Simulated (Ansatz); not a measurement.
CuTe₂ (the lowest doublet isomer of a short search) was relaxed with PBE-D4 (def2-TZVP, def2-TZVPD) in Ansatz in these states: charge -1 singlet, neutral doublet, neutral quartet. The geometries follow in no particular order.

In the def2 sets Te takes a core potential; there is no spin–orbit coupling.

A:

Cartesian coordinates in Å:
```
Cu -0.643 -0.947 -0.710
Te 0.443 -0.420 1.436
Te 0.200 1.367 -0.727
```

B:

```tsv
atom	x (Å)	y (Å)	z (Å)
Cu1	-0.216	0.633	1.423
Te2	-0.064	-1.516	-0.204
Te3	0.279	0.883	-1.219
```

C:

```xyz
3

Cu   -0.8068    0.9528    0.2149
Te    0.3085   -0.2175   -1.6119
Te    0.4984   -0.7353    1.3970
```

Problem. Judge from the bond lengths which geometry belongs to which state (an estimate).

Solution. A is the neutral doublet (Te2–Te3 2.816 Å, Cu1–Te3 2.462 Å, Cu1–Te2 2.462 Å); B is the neutral quartet (Te2–Te3 2.627 Å, Cu1–Te3 2.700 Å, Cu1–Te2 2.700 Å); C is the charge -1 singlet (Te2–Te3 3.059 Å, Cu1–Te3 2.439 Å, Cu1–Te2 2.439 Å).

At PBE-D4/def2-TZVPD the highest occupied level of the relaxed charge -1 singlet lies above zero (up to 0.10 eV). By energy differences its removal costs 2.12 eV (each at its own geometry, to the charge 0 doublet, at PBE-D4/def2-TZVPD); the vertical value is larger still, so the positive level points to self-interaction error. At PBE0-D4/def2-TZVP a doublet lies 1.46 eV below the neutral quartet. These are the stationary points nearest to one start from a short search; other shapes may lie lower in each state.
